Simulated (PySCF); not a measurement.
Molecule: sum formula H$_{6}$BN$_{2}$O (charge +1, singlet). It need not be the lowest isomer of its formula. SMILES: [NH3+]B(N)O
Geometry from a B3LYP-D3(BJ)/def2-TZVP (Ansatz) optimisation:
```
B
O 1 1.3410
H 2 0.9639 1 119.65
N 1 1.3797 2 132.84 3 0.00
H 4 1.0076 1 125.19 2 -180.00
H 4 1.0089 5 112.35 1 -180.00
N 1 1.5773 2 109.45 3 180.00
H 7 1.0226 1 112.64 2 119.32
H 7 1.0226 8 107.17 1 -124.42
H 7 1.0233 8 107.60 9 -115.47
```
Charge +1, spin multiplicity 1.

Dispersion corrections to the total energy (kcal/mol) from the dftd3 and dftd4 libraries through PySCF: D3(BJ) without and D4 with the three-body term, each with the damping fitted for the functional named.

```
functional  D3(BJ)     D4
----------  ------  -----
B3LYP        -5.83  -4.36
B2PLYP       -2.58    ___
BP86           ___  -3.48
PBE0         -2.92  -2.25
BHLYP        -4.39    ___
HSE06        -2.06  -2.06
B2GP-PLYP    -1.81  -1.11
```

Problem. Fill in the missing entries.

Solution. 
- B2PLYP, D4: -1.89
- BP86, D3(BJ): -5.11
- BHLYP, D4: -2.93
